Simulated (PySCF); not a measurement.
## UHF on O⁺ (oxygen, charge +1)

Configuration: [He] 2s2 2p3, high-spin 4S determinant. All numbers are calculated (PySCF 2.14, the non-relativistic Hamiltonian (point nucleus), in dyall-av2z).

```json
{
 "Total energy": "-74.374289 hartree",
 "One-electron energy": "-98.4650 hartree",
 "Hartree (Coulomb) energy": "32.0044 hartree",
 "Exchange energy": "-7.9137 hartree",
 "Kinetic energy": "74.37110 hartree",
 "⟨S²⟩": "3.7556",
 "⟨L²⟩": "0.000",
 "Sum of ⟨r⟩": "5.811 bohr",
 "Sum of ⟨r²⟩": "7.343 bohr²",
 "Density at the nucleus (Gaussians lack the cusp)": "302 bohr⁻³",
 "Spin density at the nucleus": "0.243 bohr⁻³",
 "Langevin diamagnetic susceptibility": "-5.82 ×10⁻⁶ cm³/mol"
}
```

```tsv
shell	electrons	mean orbital energy (eV)	rms radius, mean of both spins (bohr)
1s α	1	-582.62	0.230
1s β	1	-579.01	0.230
2s α	1	-56.374	1.20
2s β	1	-41.657	1.20
2p α	3	-36.210	1.20
```

Spin-orbit constants ζ (cm⁻¹) from the X2C one-electron operator on these orbitals (non-relativistic here): bare nucleus, nucleus screened by l(l+1)(2l+1)/3 electrons, and screened by the Breit-Pauli mean field of the electrons.

```tsv
shell	bare	screened nucleus	mean field
2p	282.2	211.6	182.5
```
